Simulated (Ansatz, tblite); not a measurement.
Cost and result up the ladder for Si(vinyl)(NCO)3 (C5H3N3O3Si) (15 atoms). The state is a singlet with charge 0. Geometry: PBE-D4/def2-SVP.

```
atom   x (Å)   y (Å)   z (Å)
 Si1   0.093  -0.180  -0.211
  C2  -0.683   1.501  -0.239
  C3  -1.042   2.167   0.876
  H4  -0.851   1.972  -1.225
  H5  -0.893   1.735   1.880
  H6  -1.500   3.170   0.836
  N7   1.657  -0.156  -0.923
  C8   2.762  -0.039  -1.403
  O9   3.839   0.067  -1.874
 N10  -0.846  -1.312  -1.099
 C11  -1.537  -2.110  -1.692
 O12  -2.209  -2.885  -2.276
 N13   0.233  -0.727   1.414
 C14   0.409  -1.324   2.454
 O15   0.570  -1.879   3.482
```

Ansatz on 2 threads of AMD EPYC 7R13 on a shared host and a share (18 GiB) of an NVIDIA H100 80GB HBM3; xTB runs through tblite on one thread. Times are rough, summed over both states, and most runs start from the orbitals of an earlier one. PBE0-D4/def2-TZVP serves as the yardstick here, not as an exact answer. The other state is a triplet.

The xTB rows come from tblite.

xTB has no spin-polarisation term.

```
                            level  functions  vertical triplet (eV)  difference from PBE0-D4/def2-TZVP (eV)
   PBE-D4/def2-TZVP (with forces)        396                   4.12                                    0.15
r2SCAN-D4/def2-TZVP (with forces)        396                   3.85                                   -0.13
                         GFN1-xTB         59                   4.64                                    0.67
                         GFN2-xTB         56                   4.51                                    0.53
                PBE0-D4/def2-TZVP        396                   3.97                                    0.00
```

Q: Estimate how long each takes.

A: GFN2-xTB 0.032 s; GFN1-xTB 0.034 s; PBE-D4/def2-TZVP (with forces) 9.9 s; r2SCAN-D4/def2-TZVP (with forces) 10 s; PBE0-D4/def2-TZVP 14 s. On shared hardware such times vary by a factor of up to 3.
